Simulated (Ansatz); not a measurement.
Abridged output of a molecular run in Ansatz:

```
Functional definition: HF
1348 factors; integrals over basis functions are off by at most 1.2e-3 eV
mean field evaluation 1: about -58544.4981 eV, gradient 3.6e1 eV
mean field evaluation 2: about -58544.5174 eV, gradient 3.6e1 eV
mean field evaluation 4: about -58548.4491 eV, gradient 4.8e0 eV
mean field evaluation 8: about -58548.4974 eV, gradient 8.1e-4 eV
mean field -58548.49741786 eV, -2151.6175945095 hartree, gradient 3.1e-6 eV, S^2 0.000000; 0 other end points of the search recorded, 0 dependent functions left out
15 core orbitals not correlated: weight in the atoms' cores, before any rotation towards them, 1.000 or more for the frozen orbitals, at most 0.000 for the correlated occupied ones
reference -58548.49741786 eV, -2151.6175945095 hartree; 20, 20 occupied and 96, 96 virtual orbitals, 1348 factors
second order -25.53423440 eV of doubles, -0.00000000 eV of singles
cycle   1  -24.96283128 eV  change    5.7e-1 eV  update   1.4e-1
cycle   2  -25.89049129 eV  change   -9.3e-1 eV  update   4.5e-2
cycle   3  -26.07555522 eV  change   -1.9e-1 eV  update   2.2e-2
cycle   4  -26.09591019 eV  change   -2.0e-2 eV  update   7.1e-3
cycle   5  -26.10501540 eV  change   -9.1e-3 eV  update   2.7e-3
cycle   6  -26.10583573 eV  change   -8.2e-4 eV  update   6.7e-4
cycle   7  -26.10628965 eV  change   -4.5e-4 eV  update   2.3e-4
cycle   8  -26.10644856 eV  change   -1.6e-4 eV  update   6.9e-5
cycle   9  -26.10645465 eV  change   -6.1e-6 eV  update   2.7e-5
perturbative correction -1.20740647 eV, -0.0443713692 hartree
Total energy: -58575.81127897 eV, -2152.6213603914 hartree
```

Its atoms:

Cartesian coordinates in Å:
```
C -2.2231 0.3573 -2.1434
C -1.3594 0.2201 -1.3105
Ga -0.0010 0.0015 -0.0003
C 0.4612 -1.7385 0.6069
C 0.7556 -2.8443 0.9928
C 0.8962 1.5214 0.7031
C 1.4680 2.4865 1.1507
H -2.9859 0.4784 -2.8788
H 1.0155 -3.8209 1.3335
H 1.9730 3.3386 1.5459
```

(1) Which basis set was used?
A. cc-pV(T+d)Z
B. def2-TZVPP
C. def2-SVP
D. def2-SVPD

(2) Write the keys of the input that set method, charge and spin (a neutral closed shell needs none for the last two).

Answers

(1) C. It gives 131 functions.

(2) 
```yaml
correlation: {method: ccsd_t}
```
